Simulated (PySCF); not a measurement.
Input file for PySCF: D3(BJ) and D4 dispersion corrections on AlH7O2Sn.

```python
from pyscf import gto
from pyscf.dispersion import dftd3, dftd4

mol = gto.M(
    atom='''
    Al    1.20910483   -0.44872258    0.56474278
    O    -0.23131799    0.32938636   -0.00137996
    Sn   -2.15694366    0.38536316    0.35653125
    H     1.10491705   -1.98966266    0.92069331
    H     2.29725683    0.46232746    1.28632305
    H    -2.64171397    1.99708337    0.04602205
    H    -2.90452388   -0.71153994   -0.72683473
    H    -2.41721433   -0.05729426    1.99041097
    O     1.90639254   -0.33754639   -1.32739654
    H     2.69284348    0.21336932   -1.43420399
    H     1.14109910    0.15713616   -1.67500817
    ''',
    basis='def2-svp',
    charge=0, spin=0, verbose=0, max_memory=1800)
d3, d4 = {}, {}
for xc in ['hf', 'pbe', 'blyp', 'revpbe', 'tpss', 'r2scan', 'b3lyp', 'pbe0', 'bhlyp', 'camb3lyp', 'b2plyp']:
    d3[xc] = float(dftd3.DFTD3Dispersion(mol, xc=xc, version='d3bj', atm=False).get_dispersion()['energy'])
    print(f'D3(BJ) {xc:10s} {d3[xc]:14.8f} Eh')
for xc in ['hf', 'pbe', 'blyp', 'revpbe', 'tpss', 'r2scan', 'b3lyp', 'pbe0', 'bhlyp', 'camb3lyp', 'b2plyp']:
    d4[xc] = float(dftd4.DFTD4Dispersion(mol, xc={'camb3lyp': 'cam-b3lyp'}.get(xc, xc), atm=True).get_dispersion()['energy'])
    print(f'D4     {xc:10s} {d4[xc]:14.8f} Eh')
```

Output:

```
D3(BJ) hf            -0.05711689 Eh
D3(BJ) pbe           -0.00719068 Eh
D3(BJ) blyp          -0.01604025 Eh
D3(BJ) revpbe        -0.01684044 Eh
D3(BJ) tpss          -0.00938529 Eh
D3(BJ) r2scan        -0.00213886 Eh
D3(BJ) b3lyp         -0.01338802 Eh
D3(BJ) pbe0          -0.00661157 Eh
D3(BJ) bhlyp         -0.01147231 Eh
D3(BJ) camb3lyp      -0.00663675 Eh
D3(BJ) b2plyp        -0.00684532 Eh
D4     hf            -0.02503904 Eh
D4     pbe           -0.00769011 Eh
D4     blyp          -0.01640396 Eh
D4     revpbe        -0.02075674 Eh
D4     tpss          -0.01028885 Eh
D4     r2scan        -0.00190857 Eh
D4     b3lyp         -0.01241127 Eh
D4     pbe0          -0.00658179 Eh
D4     bhlyp         -0.01042954 Eh
D4     camb3lyp      -0.00679064 Eh
D4     b2plyp        -0.00536117 Eh
```

The run finished.

Cost: about 0.010 core-seconds (a rough figure).
